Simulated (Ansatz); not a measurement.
Frontier orbitals of `FC(F)(F)OC(F)(F)C(F)(F)F`.

Z-matrix (Å, degrees):
```
C
F 1 1.323
F 1 1.317 2 109.3
F 1 1.326 2 108.4 3 118.2
O 1 1.370 2 112.9 3 -118.0
C 5 1.376 1 123.9 2 -41.5
F 6 1.327 5 104.8 1 -178.0
F 6 1.333 5 111.5 1 64.6
C 6 1.557 5 115.6 1 -59.6
F 9 1.325 6 108.9 5 -170.2
F 9 1.326 6 110.8 5 70.3
F 9 1.324 6 110.0 5 -50.6
```

Total charge 0; spin multiplicity 1. Geometry: relaxed with PBE0-D4/def2-TZVP. It is one conformer, not always the lowest. Basis def2-TZVPP, Ansatz.

```json
{"functional": "PBE", "HOMO (eV)": "-9.08", "LUMO (eV)": "0.50", "gap (eV)": "9.58"}
{"functional": "r2SCAN", "HOMO (eV)": "-9.55", "LUMO (eV)": "0.91", "gap (eV)": "10.46"}
{"functional": "B97M-V", "HOMO (eV)": "-9.70", "LUMO (eV)": "1.05", "gap (eV)": "10.75"}
{"functional": "PBE0", "HOMO (eV)": "-10.97", "LUMO (eV)": "1.76", "gap (eV)": "12.73"}
{"functional": "B3LYP", "HOMO (eV)": "-10.75", "LUMO (eV)": "1.40", "gap (eV)": "12.15"}
{"functional": "BHLYP", "HOMO (eV)": "-12.88", "LUMO (eV)": "2.98", "gap (eV)": "15.86"}
{"functional": "LC-ωPBE", "HOMO (eV)": "-13.79", "LUMO (eV)": "4.25", "gap (eV)": "18.04"}
{"functional": "ωB97X-V", "HOMO (eV)": "-13.47", "LUMO (eV)": "4.18", "gap (eV)": "17.65"}
{"functional": "ωB97M-V", "HOMO (eV)": "-13.38", "LUMO (eV)": "3.94", "gap (eV)": "17.32"}
```

Against PBE, PBE0 changes HOMO and LUMO by −1.89 and +1.25 eV, ωB97M-V by −4.30 and +3.44 eV. A gap of 9.58 eV thus becomes 17.33 eV for the same molecule, so an orbital gap means little without its functional. A positive LUMO is unbound and depends on the basis.

B3LYP here is the variant with VWN-RPA as its local correlation; programs differ in this. LC-ωPBE has ω = 0.4 bohr⁻¹.
